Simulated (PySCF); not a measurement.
Job file and geometry (Å, from GFN2-xTB) of an NMR shielding run on `C=C[Si@@H](S)OC(C)(C)C`, C6H14OSSi, GIAO PBE0/pcSseg-1 NMR shielding, non-relativistic, gas phase in PySCF; density fitting, a coarse starting grid and PySCF grid level 2 are the driver's defaults:

```
$ OMP_NUM_THREADS=1 python probes_run.py task.json out

{"job": {"kind": "nmr", "xc": "PBE0", "basis": "pcSseg-1"}, "charge": 0, "multiplicity": 1}
C      2.238412     1.824261     0.861974
C      2.604376     0.755250     0.170894
Si     1.609433    -0.840369     0.051701
S      2.302466    -2.182093     1.586077
O      0.049644    -0.704928     0.425335
C     -1.067525    -0.188281    -0.273969
C     -2.032079     0.344013     0.787749
C     -0.655977     0.932082    -1.224614
C     -1.704635    -1.338753    -1.055136
H      1.303856     1.856961     1.400317
H      2.850478     2.710863     0.931341
H      3.562042     0.772703    -0.333253
H      1.849687    -1.482020    -1.242450
H      1.103792    -2.604884     1.948350
H     -1.562971     1.154579     1.339791
H     -2.942034     0.712093     0.322869
H     -2.286065    -0.447508     1.488179
H     -0.141512     1.717559    -0.678164
H      0.015988     0.549359    -1.988327
H     -1.533903     1.353787    -1.706259
H     -2.594099    -0.997435    -1.576800
H     -0.994290    -1.728294    -1.780169
H     -1.979837    -2.141962    -0.376254
```

Task: What does the program print?

Result: 
```
coarse grid: 19536 points
cycle   1  E = -999.1255727368  dE =  9.290e-01  |g| = 7.850e-01  |ddm| = 4.167e+00
cycle   2  E = -999.0200250168  dE =  1.055e-01  |g| = 1.099e+00  |ddm| = 1.630e+00
cycle   3  E = -999.2499654945  dE = -2.299e-01  |g| = 1.643e-01  |ddm| = 1.111e+00
cycle   4  E = -999.2553960261  dE = -5.431e-03  |g| = 3.333e-02  |ddm| = 1.667e-01
cycle   5  E = -999.2556273458  dE = -2.313e-04  |g| = 9.757e-03  |ddm| = 3.461e-02
cycle   6  E = -999.2556454629  dE = -1.812e-05  |g| = 4.983e-03  |ddm| = 1.087e-02
cycle   7  E = -999.2556516514  dE = -6.189e-06  |g| = 9.235e-04  |ddm| = 4.507e-03
final grid: 177336 points
cycle   8  E = -999.3237593229  dE = -5.160e-05  |g| = 1.263e-02  |ddm| = 3.628e-02
cycle   9  E = -999.3237353402  dE =  2.398e-05  |g| = 1.686e-02  |ddm| = 2.283e-02
cycle  10  E = -999.3237940629  dE = -5.872e-05  |g| = 1.893e-03  |ddm| = 1.312e-02
cycle  11  E = -999.3237947643  dE = -7.014e-07  |g| = 2.510e-04  |ddm| = 1.893e-03
cycle  12  E = -999.3237947768  dE = -1.249e-08  |g| = 9.004e-05  |ddm| = 3.532e-04
cycle  13  E = -999.3237947785  dE = -1.685e-09  |g| = 2.767e-05  |ddm| = 9.963e-05
cycle  14  E = -999.3237947786  dE = -1.692e-10  |g| = 6.233e-06  |ddm| = 2.653e-05
converged SCF energy = -999.3237947786

GIAO shielding tensors (ppm)
atom      isotropic    diamagn.    paramagn.     s11        s22        s33       span
  0 C       42.914     255.925    -213.011    -84.676     40.555    172.863    257.539
  1 C       39.262     264.784    -225.522    -81.889     33.316    166.361    248.250
  2 Si     369.915     882.362    -512.447    341.665    363.812    404.269     62.605
  3 S      716.882    1058.293    -341.410    576.209    698.369    876.069    299.860
  4 O      249.964     403.581    -153.617    219.887    232.974    297.031     77.144
  5 C      112.267     238.506    -126.239     89.309     92.108    155.383     66.074
  6 C      152.618     248.948     -96.330    133.713    138.797    185.344     51.631
  7 C      153.544     253.385     -99.842    139.162    142.315    179.154     39.992
  8 C      154.432     248.978     -94.546    135.540    142.186    185.570     50.030
  9 H       25.251      34.938      -9.688     20.951     24.986     29.814      8.863
 10 H       25.122      28.268      -3.145     22.425     24.753     28.189      5.763
 11 H       25.226      29.783      -4.557     23.045     25.454     27.179      4.134
 12 H       25.861      31.068      -5.207     22.156     24.823     30.603      8.447
 13 H       31.200      33.047      -1.847     22.907     29.307     41.385     18.478
 14 H       30.180      32.233      -2.054     26.656     28.848     35.035      8.380
 15 H       30.739      31.419      -0.680     27.036     28.149     37.033      9.997
 16 H       30.143      31.560      -1.418     27.057     28.123     35.248      8.191
 17 H       29.967      35.149      -5.182     25.878     29.381     34.642      8.764
 18 H       30.557      34.016      -3.458     27.716     29.124     34.832      7.116
 19 H       30.579      32.626      -2.048     26.819     28.201     36.715      9.896
 20 H       30.707      30.924      -0.216     26.932     28.128     37.061     10.129
 21 H       30.218      31.681      -1.463     26.683     29.093     34.880      8.198
 22 H       30.287      31.203      -0.915     27.424     28.020     35.418      7.994
```

Task: Turn these shieldings into chemical shifts. δ = σ(ref) − σ, references computed at the same level: TMS for ¹³C (σref 186.93), ²⁹Si (σref 349.16), ¹H (σref 31.72); ³³S (σref 503.73) against CS2; ¹⁷O (σref 336.08) against H2O.

Result: Averaging equivalent atoms: C 1: 147.7; C 0: 144.0; C 5: 74.7; C 6/7/8: 33.4; Si 2: -20.8; S 3: -213; O 4: 86.1; H 10: 6.59; H 11: 6.49; H 9: 6.47; H 12: 5.86; H 14/15/16/17/18/19/20/21/22: 1.34; H 13: 0.52 ppm. Experimental scales use liquid or dissolved standards, which lie at an offset from isolated H2O (liquid H2O: subtract about 36 ppm).

Size and cost of the density-fitted run: 237 basis functions, 3.2 min wall time on 1 thread of an Intel Xeon, shared host; peak memory 1.1 GiB.
